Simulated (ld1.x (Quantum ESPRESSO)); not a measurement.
Bi: excitation energies, all-electron against TM

* Element: Bi
* Generator: ld1.x (Quantum ESPRESSO) 7.5
* Type: norm-conserving Troullier–Martins (Kleinman–Bylander form)
* Functional: LDA (PZ)
* Relativity: fully relativistic
* Frozen core: [Xe] 4f14
* Valence charge: 15
* Reference configuration: 5d10 6s1.75 6p3.25
* Partial waves: 6s (bound): rc 1.70 bohr; 6p (bound): rc 2.20 bohr; 5d (bound): rc 1.20 bohr
* Local potential: all-electron potential smoothed inside 1.65 bohr (lloc = -1)
* Core correction: none

Open shells are filled in proportion to 2j + 1 (rel_dist='average').

Energies are relative to the spin-unpolarised reference configuration 5d10 6s1.75 6p3.25; without spin polarisation the order of configurations can differ from experiment. Not all tests gave a result: 2 of 7 tests not solved or not reliable. Left out of the table: 5d10 6s2 6p1 (solver errors, printed error -587 meV); 5d10 6s0 6p5 (solver errors, printed error -1736 eV).

```csv
valence configuration,charge,ΔE all-electron (eV),error AE − PS (meV)
5d10 6s2 6p3,0,-2.451,-0.4
5d10 6s2 6p2,+1,5.854,-4.1
5d10 6s1 6p4,0,7.491,-4.6
```

What are ΔE and the potential's error for 5d10 6s2 6p0?

ΔE = 45.534 eV all-electron; the error (AE − PS) is +3.6 meV.

What are ΔE and the potential's error for 5d10 6s2 6p2.5?

ΔE = 0.830 eV all-electron; the error (AE − PS) is -0.9 meV.

Levels in the configuration 5d10 6s2 6p0:

```json
{"level": "5d j=3/2", "all-electron (eV)": "-56.844", "pseudo (eV)": "-56.657"}
{"level": "5d j=5/2", "all-electron (eV)": "-53.769", "pseudo (eV)": "-53.600"}
{"level": "6s j=1/2", "all-electron (eV)": "-40.447", "pseudo (eV)": "-40.422"}
```

These tests converged, but a pseudo level misses the all-electron one widely, so the file describes the atom poorly there or has found another state: 5d10 6s2 6p0: empty 6p by 3.7 eV.

Note: ghost states, extra bound levels that the all-electron valence spectrum of the same l lacks: s at -79.1 eV, p3/2 at -10.0 eV. A true bound ghost makes a file unfit for plane-wave use.
